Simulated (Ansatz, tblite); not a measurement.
Cost and result up the ladder for `FC(F)(F)c1ccc(-c2ccc(-c3ccc(-c4ccc(C(F)(F)F)s4)s3)s2)s1` (36 atoms). Total charge 0; singlet. Geometry: PBE-D4/def2-SVP.

```xyz
36

F     5.1071    4.6433    6.2274
C     3.9436    4.6743    5.5390
F     2.9398    4.8545    6.4336
F     3.9584    5.7762    4.7483
C     3.7707    3.4171    4.7452
C     4.6228    2.3264    4.7070
C     4.1633    1.3018    3.8406
C     2.9522    1.6108    3.2194
C     2.1953    0.8022    2.2905
C     2.3139   -0.5675    2.0495
C     1.4195   -1.0435    1.0643
C     0.5939   -0.0495    0.5321
C    -0.4308   -0.1617   -0.4744
C    -1.2660    0.8261   -1.0018
C    -2.1575    0.3428   -1.9862
C    -2.0255   -1.0244   -2.2344
C    -2.7529   -1.8609   -3.1596
C    -2.6277   -3.2314   -3.3920
C    -3.5164   -3.7145   -4.3864
C    -4.3192   -2.7176   -4.9135
C    -5.3669   -2.8614   -5.9729
F    -6.5958   -2.5003   -5.5260
F    -5.4419   -4.1440   -6.3941
F    -5.1063   -2.0850   -7.0543
S    -3.9890   -1.1710   -4.1909
S    -0.7694   -1.7090   -1.2238
S     0.9593    1.4994    1.2656
S     2.3806    3.1852    3.7272
H     5.5558    2.2860    5.2836
H     4.7087    0.3688    3.6479
H     3.0196   -1.2058    2.5973
H     1.3604   -2.0935    0.7454
H    -1.2242    1.8743   -0.6743
H    -2.8893    0.9725   -2.5115
H    -1.9086   -3.8618   -2.8511
H    -3.5778   -4.7591   -4.7166
```

Ansatz on 2 threads of AMD EPYC 7R13 on a shared host and a share (18 GiB) of an NVIDIA H100 80GB HBM3; xTB runs through tblite on one thread. Times are rough, summed over both states, and most runs start from the orbitals of an earlier one. PBE0-D4/def2-TZVP serves as the yardstick here, not as an exact answer. The other state is a doublet.

The xTB rows come from tblite. Single mean-field runs in def2-TZVP are fitted with def2-universal-jkfit.

Raw xTB energies of ions are shifted by several eV.

```csv
level,functions,wall time,vertical IE (eV),difference from PBE0-D4/def2-TZVP (eV)
GFN1-xTB,148,0.21 s,12.81,5.81
GFN2-xTB,140,0.21 s,12.21,5.21
PBE-D4/def2-TZVP (with forces),940,29 s,6.79,-0.21
PBE0-D4/def2-TZVP,940,35 s,7.00,0.00
```
